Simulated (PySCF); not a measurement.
Compound: C₇H₁₂NOP.
SMILES with atom numbers: `[CH3:1][CH2:2][c:3]1[cH:4][p:5][c:6]([N:7]([CH3:8])[CH3:9])[o:10]1`

Structure used (GFN2-xTB), in Å, numbered top down from 1:
```xyz
22
C7H12NOP angstrom
C      3.7486   -0.2250    0.3758
C      2.4649   -0.6084   -0.3464
C      1.2465    0.0261    0.2466
C      1.1019    0.8063    1.3387
P     -0.5856    1.2867    1.5955
C     -0.9577    0.3867    0.1642
N     -2.1639    0.2939   -0.4696
C     -2.3990   -0.7862   -1.3984
C     -3.3144    0.7822    0.2453
O      0.0855   -0.2224   -0.4217
H      3.7175   -0.5496    1.4126
H      3.8915    0.8523    0.3546
H      4.6004   -0.6971   -0.1073
H      2.3377   -1.6956   -0.3252
H      2.5269   -0.3144   -1.3988
H      1.9023    1.1067    1.9871
H     -1.4811   -0.9995   -1.9408
H     -2.7304   -1.6986   -0.8871
H     -3.1696   -0.4808   -2.1070
H     -4.1344    0.9223   -0.4580
H     -3.6336    0.0936    1.0369
H     -3.0645    1.7403    0.7014
```

NICS is the negative of the GIAO shielding at a point without a nucleus: at the ring centre (0) and 1 Å above and below it (1); zz is the component along the ring normal. Level: GIAO PBE0/pcSseg-1 (PySCF, non-relativistic, gas phase) on the GFN2-xTB geometry, one conformer.

Ring bond lengths (Å), with Mayer bond orders in brackets: C3–C4 1.350 (1.63), C4–P5 1.773 (1.09), P5–C6 1.731 (1.41), C6–O10 1.343 (1.06), O10–C3 1.362 (0.97).

Task: What do the NICS probes read (ppm)?

Result: 
```csv
ring,type,NICS(0),"NICS(1), two faces","NICS(1)zz, two faces",rms pucker (Å),"centre to ring atoms, mean (Å)"
C3–C4–P5–C6–O10,5-membered ring with O and P; formal bonds all aromatic,-9.5,-8.2 / -8.6,-17.4 / -17.8,0.00,1.28
```

Task: What can be read from them?

Result: 
- C3–C4–P5–C6–O10: mean NICS(1)zz -17.6 ppm, shielded.

Task: How equal are the bonds by HOMA? HOMA takes Krygowski's 1993 parameters.

Result: 
- C3–C4–P5–C6–O10: HOMA 0.28; the largest term is that of O10–C3, α(R − Ropt)² = 1.49.

Task: At the first NICS(1) probe listed for ring C3–C4–P5–C6–O10, 1 Å off the ring, how large is the induced field along the normal in 14.1 T applied along it?

Result: NICSzz × B0 = -17.4 ppm × 14.1 T = -245 μT, against the applied field.

Task: What are the shieldings of the ring atoms and their hydrogens in the same run (means over atoms taken as equivalent)?

Result: 
```tsv
atoms	environment	σ isotropic (ppm)
C3	substituted aromatic carbon	28.4
C4	aromatic CH carbon	67.1
P5	phosphorus bonded to 2 C	309.2
C6	aromatic carbon bearing nitrogen	-17.5
O10	furan-type oxygen	24.2
H16	aromatic hydrogen	25.35
```
